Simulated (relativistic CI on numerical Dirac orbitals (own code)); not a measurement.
Ligand-field terms of d4

Computed with a parametric ligand-field model of a d^n configuration (Racah B and C, spin-orbit zeta, crystal field), exact diagonalisation.

Field parameters in Wybourne normalisation: Oh B⁴₀ = 21Dq, B⁴₄ = √(5/14) B⁴₀. The field is a parameter set, without covalency.

(1) Ground term and bands for B = 310, C = 1120, ζ = 0 cm⁻¹, Oh, 10Dq = 12090 cm⁻¹?

(2) Ground term and bands for B = 310, C = 1120, ζ = 0 cm⁻¹, Oh, 10Dq = 2170 cm⁻¹?

(3) Ground term and bands for B = 310, C = 1120, ζ = 0 cm⁻¹, Oh, 10Dq = 930 cm⁻¹?

(4) Ground term and bands for B = 310, C = 1120, ζ = 0 cm⁻¹, Oh, 10Dq = 4030 cm⁻¹?

(5) Ground term and bands for B = 310, C = 1120, ζ = 0 cm⁻¹, Oh, 10Dq = 10850 cm⁻¹?

## Answers

(1) Ground term 3T1 with 0.02 electrons in the two orbitals of the cubic e set. Spin-allowed: 3E 11032 cm⁻¹ (906 nm), 3T1 11295 cm⁻¹ (885 nm), 3T2 11635 cm⁻¹ (859 nm), 3A1 12244 cm⁻¹ (817 nm). Lowest spin-forbidden: 1T2 3448 cm⁻¹ (2901 nm), 1E 3896 cm⁻¹ (2567 nm), 5E 4974 cm⁻¹ (2011 nm).

(2) Ground term 5E with 1.00 electrons in the two orbitals of the cubic e set. Spin-allowed: 5T2 2170 cm⁻¹. Lowest spin-forbidden: 3T1 4407 cm⁻¹ (2269 nm), 3E 5936 cm⁻¹ (1685 nm), 3T1 6265 cm⁻¹ (1596 nm).

(3) Ground term 5E with 1.00 electrons in the two orbitals of the cubic e set. Spin-allowed: 5T2 930 cm⁻¹. Lowest spin-forbidden: 3T1 5366 cm⁻¹ (1863 nm), 3E 5852 cm⁻¹ (1709 nm), 3T1 6219 cm⁻¹ (1608 nm).

(4) Ground term 5E with 1.00 electrons in the two orbitals of the cubic e set. Spin-allowed: 5T2 4030 cm⁻¹ (2481 nm). Lowest spin-forbidden: 3T1 2756 cm⁻¹, 1T2 5849 cm⁻¹ (1710 nm), 3E 5993 cm⁻¹ (1669 nm).

(5) Ground term 3T1 with 0.02 electrons in the two orbitals of the cubic e set. Spin-allowed: 3E 9815 cm⁻¹ (1019 nm), 3T1 10080 cm⁻¹ (992 nm), 3T2 10415 cm⁻¹ (960 nm), 3A1 11031 cm⁻¹ (907 nm). Lowest spin-forbidden: 1T2 3409 cm⁻¹ (2933 nm), 5E 3761 cm⁻¹ (2659 nm), 1E 3870 cm⁻¹ (2584 nm).
